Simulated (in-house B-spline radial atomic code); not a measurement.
**RPA and G0W0 on HSE06: Tl II (Tl+)**

Configuration [Xe] 4f14 5d10 6s2, mean-field start HSE06. Computed with an all-electron radial atomic-structure program (B-spline basis): all electrons, scalar-relativistic (spin-free one-electron X2C), finite nucleus, each spin shell either full or empty, empty states to l = 9 with an (l + 1/2)⁻⁴ tail; G0W0 by contour deformation at full frequency.

Without the two-electron picture change, the correlation of inner shells comes somewhat too large for so heavy an element.

Command:
```bash
python run_gw.py task.json out
```
Settings (radii: box in bohr, nucleus in fm):
```
Z                        81
electrons                80
configuration            [Xe] 4f14 5d10 6s2
hamiltonian              x2c
method                   hse06
lmax                     9
rms_radius               5.4759
spin_polarised           False
box_radius               23.78
intervals                70
ion_configuration        [Xe] 4f14 5d10 6s1
```

Time taken, with all properties: 18 s on 1 thread of Arm Neoverse V2, on a shared host.

Energies (hartree):

```
                                     term         value
                         mean-field total  -20249.05388
Hartree-Fock functional on these orbitals  -20243.56354
                      direct second order       -8.1866
                    second-order exchange        2.0258
                         SOSEX correction         1.892
```

Task: What is the RPA correlation energy, and what remains with SOSEX?

Result: RPA gives -7.1323 hartree (-2.43 eV per electron); RPA + SOSEX gives -5.2403, and the second-order doubles -6.1609 hartree (no singles). RPA lacks exchange-type terms and so overcorrelates at short range.

Quasi-particle levels (eV):

| level | occupied | mean field | Σx - vxc | Σc | QP weight | G0W0 |
| --- | --- | --- | --- | --- | --- | --- |
| 6s | yes | -16.750 | -2.07 | ? | ? | ? |
| 5d | yes | -24.414 | -5.74 | 0.71 | 0.880 | -29.450 |
| 6p | no | -7.830 | 3.36 | -1.08 | 0.953 | -5.550 |

G0W0 = mean field + (Σx - vxc) + Σc, with Σc (partial-wave tail included) taken at the quasi-particle energy. Only the outer levels were computed. Levels of low weight are left out.

Task: Where does G0W0 put 6s?

Result: At -20.734 eV, with Σc = -1.91 eV and a quasi-particle weight of 0.935. The tabulated removal energy is 20.428 eV (NIST, measured); the calculation leaves out spin-orbit coupling, Breit and QED terms, and what these don't explain is the method's own error.

Task: What does it cost to remove one electron (to [Xe] 4f14 5d10 6s1) by differences of total energies, each species on its own start (correlation terms add to the Hartree-Fock functional)?

Result: HSE06 20.216 eV, Hartree-Fock functional 18.317 eV, + RPA 20.715 eV, + RPA + SOSEX 20.151 eV, + second order 21.838 eV. Tabulated: 20.428 eV (NIST, measured); the calculation leaves out spin-orbit coupling, Breit and QED terms, and what these don't explain is the method's own error.
